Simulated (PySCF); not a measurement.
Question: Write Cartesian coordinates for `C[C@@H]1C[P@]1(=O)c1ccco1` as optimised with PBE0-D3(BJ)/def2-SVP.

Answer: 
```xyz
19
C7H9O2P angstrom
C     -2.0394    1.1884   -0.1188
C     -1.9873   -0.2844    0.1894
C     -1.3400   -0.7989    1.5127
P     -0.5648   -1.3642    0.0027
O     -0.5411   -2.7362   -0.5854
C      0.9428   -0.4435   -0.2695
C      1.9924   -0.7699   -1.0827
C      2.9579    0.2679   -0.9136
C      2.4199    1.1371   -0.0107
O      1.2026    0.7151    0.3859
H     -1.0731    1.6751    0.0753
H     -2.7979    1.6871    0.5068
H     -2.3012    1.3618   -1.1732
H     -2.9106   -0.8313   -0.0471
H     -0.7944   -0.0581    2.1090
H     -1.9245   -1.5084    2.1076
H      2.0503   -1.6552   -1.7117
H      3.9287    0.3550   -1.3962
H      2.7718    2.0653    0.4323
```

Orientation and origin are arbitrary. Atoms count from 1 in this order. Of the pairs four or more bonds apart, O10···H11 is among the closest relative to their van der Waals radii: 2.49 Å, 92 % of the sum of Bondi's values. The 5 C–C bonds span 1.364 Å (C8–C9, aromatic) to 1.560 Å (C2–C3, drawn single), a spread of 0.196 Å. The 5-membered ring C6–C7–C8–C9–O10 has internal angles of 106.0° to 110.6° (sum 540°, against 540° for a flat polygon); it is planar, 0.00 Å rms from its mean plane, widest ring torsion 0°. The 3-membered ring C2–C3–P4 has internal angles of 51.6° to 64.4°.

Bonds between heavy atoms (Å): C1–C2 1.506, C2–C3 1.560, C3–P4 1.789, P4=O5 1.493, P4–C6 1.787, C6–C7 1.367, C7–C8 1.428, C8–C9 1.364, C9–O10 1.348, C2–P4 1.796, C6–O10 1.356.

Computed, not measured: PBE0-D3(BJ)/def2-SVP geometry optimisation, gas phase (PySCF 2.14.0).

Point group: C1 (no symmetry element, even within 0.4 Å). No PBE0-D3(BJ)/def2-SVP frequencies stand behind this structure, so it isn't proved a minimum. One conformer, not necessarily the lowest (C3–P4–C6–C7 162°).
